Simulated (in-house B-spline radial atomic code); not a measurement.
**LC-wPBE excitations of Pd**

Method: LC-wPBE. Computed with a B-spline radial code for spherical atoms: linear response of the closed shell [Kr] 4d10 with the functional's adiabatic kernel; non-relativistic, point nucleus, no spin-orbit coupling, no double excitations, S, P, D and F terms only; shells from n = 2 respond. Only terms of natural parity with L up to 3 were computed.

Without relativity these are model numbers for so heavy an element.

Command:
```bash
python run_td.py task.json out
```
Settings (radii: box in bohr, nucleus in fm):
```
Z                        46
electrons                46
configuration            [Kr] 4d10
hamiltonian              nr
method                   lc_wpbe
box_radius               75
intervals                61
```

Run time, properties included: 7.4 s on 1 thread of Arm Neoverse N1 (shared host).

The lowest states, in the order of their Tamm-Dancoff energies; the method's threshold (minus the highest occupied level) is 8.176 eV. Labels give the largest channel, * marks a mixed state, and oscillator strengths are full-response dipole values. Semilocal kernels can invert the small singlet-triplet splittings of Rydberg terms. Energies in eV:

```tsv
state	full response	Tamm-Dancoff	oscillator strength
4d → 5s 3D	1.413	1.463	-
4d → 5s 1D	?	?	-
4d → 5p 3P	4.366	4.397	-
4d → 5p 3F	4.479	4.503	-
4d → 5p 1F	4.619	4.624	-
4d → 5p 1P	?	?	?
4d → 6s 3D	6.011	6.014	-
4d → 6s 1D	6.066	6.068	-
4d → 5d 3S	6.612	6.616	-
4d → 6p 3P	6.619	6.624	-
```

Q: Where does 4d → 5s 1D lie?

A: At 1.915 eV in full response, 1.937 eV in Tamm-Dancoff.

Q: Where does 4d → 5p 1P lie?

A: At 4.953 eV in full response, 5.004 eV in Tamm-Dancoff, oscillator strength 0.337.

Q: How large is the singlet-triplet splitting of 4d → 5s (D terms) in Tamm-Dancoff?

A: 0.473 eV, from the unrounded values.

Q: What polarisabilities and dispersion coefficient does the method give?

A: Dipole 24.32 bohr³, quadrupole 324.9 bohr⁵, C6 172 hartree·bohr⁶ for two such species. Recommended dipole value: 26.14 ± 0.1 bohr³ (Schwerdtfeger and Nagle, table of static dipole polarizabilities (2023 update)), which includes relativity and correlation.
